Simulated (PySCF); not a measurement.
# Working out the excitation energy of Ne²⁺

Ne²⁺ [He] 2s2 2p4 (3P) → Ne²⁺ [He] 2s1 2p4 3d1 (high-spin determinant). Computed with PySCF 2.14 in aug-cc-pwCVDZ (5s4p2d, 27 functions), with no relativity, point nucleus. Frozen: nothing. Energies in hartree (1 hartree = 27.21139 eV):

```csv
part,Ne²⁺ (lower),Ne²⁺ (upper)
UHF,-126.322715,-123.271016
MP2 opposite-spin,-0.106547,-0.078784
MP2 same-spin,-0.031681,-0.028588
```

Task: What does Hartree-Fock give?

Result: (-123.271016) − (-126.322715) = 3.051699 hartree = 83.041 eV.

Task: What do MP2 and SCS-MP2 (6/5 opposite-spin, 1/3 same-spin) give?

Result: The opposite-spin parts differ by 0.755 eV and the same-spin parts by 0.084 eV. MP2: 83.041 + (0.755) + (0.084) = 83.880 eV. SCS-MP2: 83.041 + 1.2 × (0.755) + (0.084)/3 = 83.975 eV.

One determinant mixes LS terms, so it does not stand for a single term.

The upper state lies above the first ionisation limit, where it may autoionise and the basis confines it. A Rydberg-like electron needs more diffuse functions than a valence basis has.

A double-zeta basis recovers only part of the correlation energy.
